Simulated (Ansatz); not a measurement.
Steps of a relaxation of CH6N2Si, SMILES `C=N[SiH2]N` with RKS PBE-D4/def2-SVP.

```sh
$ ansatz run in.yaml --threads 2 --pin off --events-out ev --progress --plain --max-ram 4352MiB
```

```yaml
crystal:
  periodic: [false, false, false]
  atoms:
    - {symbol: C, position_ang: [-1.596200, 0.714500, -0.407000]}
    - {symbol: N, position_ang: [-0.367800, 0.641800, -0.479600]}
    - {symbol: Si, position_ang: [0.295700, -0.631100, 0.441000]}
    - {symbol: N, position_ang: [2.023600, -0.365900, 0.056400]}
    - {symbol: H, position_ang: [-2.135000, 1.552400, -1.014300]}
    - {symbol: H, position_ang: [-2.319000, 0.128900, 0.173200]}
    - {symbol: H, position_ang: [0.133200, -0.387600, 1.895300]}
    - {symbol: H, position_ang: [-0.085000, -1.921500, -0.063900]}
    - {symbol: H, position_ang: [1.994000, -0.379400, -0.913600]}
    - {symbol: H, position_ang: [2.139500, 0.596700, 0.315500]}
basis:
  gaussian: {orbitals: def2-SVP}
hamiltonian: {xc: pbe, dispersion: d4}
relax: {f_tol: 0.03, max_steps: 200}
```

Positions (Å) and forces (eV/Å) along the path, 14 of 16 steps:

```xyz
10
step=1 energy=-11976.9990 eV
C    -1.596    0.715   -0.407   -3.776    2.894   -1.726
N    -0.368    0.642   -0.480    1.070    0.493   -0.637
Si    0.296   -0.631    0.441    3.361   -0.038    0.867
N     2.024   -0.366    0.056   -0.656   -1.670    3.086
H    -2.135    1.552   -1.014    0.295   -0.821    0.585
H    -2.319    0.129    0.173   -0.342   -0.733    0.569
H     0.133   -0.388    1.895   -0.307   -0.143    0.355
H    -0.085   -1.921   -0.064   -0.555   -1.162   -0.262
H     1.994   -0.379   -0.914    0.398    0.043   -3.043
H     2.139    0.597    0.316    0.513    1.137    0.205
10
step=2 energy=-11977.6624 eV
C    -1.722    0.768   -0.404   -1.008    0.940   -1.043
N    -0.461    0.692   -0.507   -0.346    0.138    0.049
Si    0.357   -0.566    0.402    1.490   -0.237    0.388
N     2.115   -0.422    0.092   -1.146   -0.130    0.577
H    -2.287    1.555   -1.002    0.259   -0.301    0.358
H    -2.418    0.105    0.167    0.113   -0.176    0.265
H     0.102   -0.389    1.873    0.003    0.017    0.040
H    -0.106   -1.904   -0.043   -0.114   -0.324   -0.134
H     2.174   -0.440   -0.926    0.389   -0.035   -0.519
H     2.328    0.550    0.351    0.359    0.109    0.020
10
step=4 energy=-11977.8481 eV
C    -1.859    0.798   -0.415    0.015   -0.285   -0.079
N    -0.593    0.718   -0.524    0.048   -0.030    0.126
Si    0.375   -0.511    0.358   -0.107    0.023   -0.043
N     2.094   -0.420    0.103    0.357    0.476   -0.481
H    -2.442    1.554   -0.991    0.020    0.091    0.021
H    -2.493    0.103    0.206   -0.025    0.130    0.013
H     0.134   -0.332    1.834    0.018    0.011   -0.002
H    -0.080   -1.869   -0.108    0.031    0.013   -0.005
H     2.407   -0.553   -0.878   -0.181   -0.086    0.421
H     2.540    0.460    0.419   -0.178   -0.342    0.031
10
step=5 energy=-11977.7966 eV rejected
C    -1.915    0.799   -0.403   -0.033   -0.012    0.118
N    -0.646    0.758   -0.454    0.077   -0.411   -0.374
Si    0.357   -0.496    0.331    0.882    0.587    0.185
N     2.081   -0.310    0.043   -0.754   -0.396    0.101
H    -2.493    1.468   -1.080   -0.036    0.244    0.055
H    -2.558    0.193    0.290   -0.046   -0.115   -0.051
H     0.152   -0.366    1.816   -0.022   -0.088    0.081
H    -0.063   -1.845   -0.191    0.059    0.090   -0.050
H     2.505   -0.664   -0.813    0.001   -0.012   -0.151
H     2.662    0.414    0.463   -0.128    0.114    0.086
10
step=6 energy=-11977.8502 eV
C    -1.901    0.768   -0.448    0.242    0.313    0.424
N    -0.629    0.696   -0.529   -0.161   -0.150    0.110
Si    0.381   -0.496    0.355   -0.036   -0.088   -0.189
N     2.095   -0.378    0.086    0.003    0.056   -0.235
H    -2.454    1.591   -0.967   -0.002   -0.147   -0.176
H    -2.559    0.132    0.212    0.086   -0.054   -0.172
H     0.160   -0.335    1.836   -0.030    0.060   -0.029
H    -0.038   -1.862   -0.128    0.036    0.009    0.037
H     2.444   -0.618   -0.855   -0.090    0.119    0.308
H     2.585    0.452    0.441   -0.050   -0.118   -0.077
10
step=7 energy=-11977.8704 eV
C    -1.894    0.797   -0.409    0.091   -0.059   -0.057
N    -0.639    0.638   -0.524    0.078    0.027   -0.053
Si    0.377   -0.527    0.349    0.001   -0.042    0.054
N     2.079   -0.356    0.073   -0.019   -0.042    0.052
H    -2.411    1.561   -1.033   -0.157    0.067   -0.004
H    -2.562    0.209    0.275   -0.061    0.042    0.036
H     0.128   -0.357    1.826    0.049   -0.030   -0.007
H     0.000   -1.899   -0.142   -0.006   -0.013    0.004
H     2.434   -0.573   -0.860    0.026   -0.026   -0.075
H     2.572    0.456    0.447   -0.002    0.076    0.051
10
step=8 energy=-11977.8790 eV
C    -1.881    0.811   -0.412   -0.052   -0.045    0.082
N    -0.637    0.596   -0.583   -0.255    0.006   -0.039
Si    0.375   -0.554    0.330    0.012    0.001   -0.010
N     2.082   -0.354    0.092   -0.011    0.021    0.003
H    -2.448    1.533   -1.057    0.188   -0.050    0.008
H    -2.534    0.323    0.369    0.142    0.038   -0.044
H     0.119   -0.406    1.808   -0.031    0.005    0.014
H     0.025   -1.930   -0.166   -0.008    0.020   -0.014
H     2.456   -0.563   -0.838    0.010    0.026    0.008
H     2.526    0.492    0.461    0.006   -0.021   -0.008
10
step=9 energy=-11977.8997 eV
C    -1.873    0.817   -0.397   -0.027    0.036   -0.087
N    -0.665    0.510   -0.652   -0.075   -0.033    0.028
Si    0.368   -0.581    0.305   -0.026    0.000    0.000
N     2.073   -0.337    0.102   -0.012    0.036   -0.003
H    -2.444    1.484   -1.096    0.040   -0.076    0.118
H    -2.468    0.463    0.495    0.099    0.076   -0.061
H     0.073   -0.439    1.778   -0.009   -0.006   -0.002
H     0.049   -1.958   -0.203    0.022   -0.032   -0.008
H     2.471   -0.518   -0.824   -0.004    0.002   -0.010
H     2.498    0.507    0.495   -0.008   -0.002    0.024
10
step=10 energy=-11977.9179 eV
C    -1.855    0.825   -0.391    0.394   -0.082   -0.131
N    -0.686    0.422   -0.718   -0.438    0.073    0.153
Si    0.355   -0.617    0.282   -0.035   -0.021    0.016
N     2.053   -0.314    0.105    0.038    0.022   -0.003
H    -2.447    1.443   -1.112   -0.045   -0.024    0.095
H    -2.370    0.610    0.589    0.081    0.056   -0.120
H     0.026   -0.479    1.752    0.001    0.002   -0.026
H     0.082   -2.006   -0.219    0.029   -0.029   -0.006
H     2.470   -0.460   -0.819   -0.005   -0.003   -0.003
H     2.455    0.524    0.533   -0.021    0.006    0.025
10
step=12 energy=-11977.8752 eV rejected
C    -1.780    0.849   -0.386   -0.134   -0.128   -0.072
N    -0.804    0.162   -0.827    0.358    0.370    0.009
Si    0.341   -0.708    0.220   -1.440   -0.736    0.394
N     1.969   -0.264    0.106    1.106    0.538   -0.251
H    -2.370    1.512   -1.063   -0.077   -0.093   -0.057
H    -2.144    0.830    0.675    0.076    0.129    0.111
H    -0.043   -0.547    1.676   -0.008    0.095   -0.005
H     0.218   -2.143   -0.167    0.000   -0.178   -0.147
H     2.437   -0.344   -0.802    0.052   -0.010    0.036
H     2.258    0.602    0.570    0.068    0.013   -0.018
10
step=13 energy=-11977.9415 eV
C    -1.805    0.849   -0.386    0.115   -0.165   -0.017
N    -0.751    0.255   -0.790   -0.167    0.153    0.078
Si    0.333   -0.697    0.249   -0.086   -0.043    0.024
N     2.008   -0.272    0.110    0.065    0.032   -0.025
H    -2.440    1.432   -1.098    0.014    0.008    0.004
H    -2.192    0.831    0.673    0.068    0.030   -0.067
H    -0.036   -0.541    1.708   -0.008   -0.012   -0.003
H     0.168   -2.112   -0.228    0.013    0.001    0.008
H     2.461   -0.381   -0.801    0.005    0.008    0.016
H     2.337    0.584    0.566   -0.018   -0.013   -0.017
10
step=14 energy=-11977.9440 eV
C    -1.780    0.852   -0.383   -0.037    0.032    0.004
N    -0.761    0.222   -0.810    0.048   -0.064    0.051
Si    0.323   -0.723    0.247   -0.025    0.026   -0.093
N     1.991   -0.256    0.117   -0.036   -0.040    0.031
H    -2.425    1.440   -1.082    0.018   -0.020    0.020
H    -2.113    0.876    0.691   -0.013    0.016   -0.010
H    -0.080   -0.573    1.697    0.006    0.005   -0.006
H     0.201   -2.142   -0.227   -0.002    0.001    0.004
H     2.455   -0.380   -0.786    0.008    0.015    0.005
H     2.272    0.632    0.539    0.032    0.029   -0.006
10
step=15 energy=-11977.9434 eV rejected
C    -1.783    0.857   -0.378   -0.084    0.088   -0.025
N    -0.766    0.218   -0.794    0.081   -0.103   -0.014
Si    0.324   -0.731    0.246   -0.010    0.065    0.003
N     1.989   -0.249    0.127   -0.038   -0.103   -0.034
H    -2.422    1.436   -1.091    0.015   -0.009    0.033
H    -2.121    0.904    0.693   -0.003   -0.016    0.018
H    -0.068   -0.600    1.700   -0.033   -0.002    0.010
H     0.208   -2.144   -0.245    0.023    0.015    0.008
H     2.461   -0.399   -0.768    0.035    0.012   -0.037
H     2.261    0.657    0.514    0.014    0.053    0.036
10
step=16 energy=-11977.9447 eV
C    -1.782    0.854   -0.381    0.001   -0.003   -0.008
N    -0.768    0.213   -0.805    0.006   -0.011    0.011
Si    0.322   -0.727    0.244   -0.015    0.017   -0.020
N     1.989   -0.254    0.118    0.004    0.006    0.016
H    -2.424    1.437   -1.086    0.002   -0.001    0.003
H    -2.113    0.894    0.693   -0.001    0.004    0.004
H    -0.077   -0.580    1.695    0.001    0.000    0.007
H     0.206   -2.145   -0.231    0.000   -0.008   -0.003
H     2.458   -0.378   -0.783    0.004    0.001   -0.006
H     2.272    0.635    0.539   -0.001   -0.006   -0.005
```

Hardware: 2 threads of an Intel Xeon Platinum 8488C on a shared host. Wall time 18 s, peak host memory 0.14 GiB.
